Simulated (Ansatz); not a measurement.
One change: `BC(N)=[Se]` becomes `BC(O)=[Se]`.

Ansatz, PBE0-D4/def2-TZVP geometries, multiplicity 1. Each molecule was computed in one conformer, which needn't be the lowest.

Scalar relativity is left out up to krypton.

```tsv
property	`BC(N)=[Se]`
LUMO energy (PBE/def2-TZVPP) / eV	-2.20
ideal-gas entropy at 298 K and 1 bar (rigid rotor, harmonic PBE0-D4/def2-TZVP) / J/(mol·K)	303
HOMO–LUMO gap (ωB97M-V/def2-TZVPP) / eV	9.55
HOMO energy (PBE0/def2-TZVPP) / eV	-6.71
HOMO energy (B3LYP/def2-TZVPP) / eV	-6.50
zero-point energy (PBE0-D4/def2-TZVP) / kJ/mol	144.1
```

**Question.** What does the change do to each property? (An estimate is asked.)

**Answer.** Ansatz gave: 
| property | `BC(O)=[Se]` | shift |
| --- | --- | --- |
| LUMO energy (PBE/def2-TZVPP) / eV | -2.85 | -0.65 |
| ideal-gas entropy at 298 K and 1 bar (rigid rotor, harmonic PBE0-D4/def2-TZVP) / J/(mol·K) | 300 | -3 |
| HOMO–LUMO gap (ωB97M-V/def2-TZVPP) / eV | 9.55 | 0.00 |
| HOMO energy (PBE0/def2-TZVPP) / eV | -7.34 | -0.63 |
| HOMO energy (B3LYP/def2-TZVPP) / eV | -7.13 | -0.63 |
| zero-point energy (PBE0-D4/def2-TZVP) / kJ/mol | 110.5 | -33.6 |

The zero-point energy changes by -33.6 kJ/mol with -3 modes.

B3LYP here is the variant with VWN-RPA as its local correlation; programs differ in this.

Spin–orbit coupling is left out; it splits and shifts lone-pair levels of the heavy atoms by tenths of an eV.
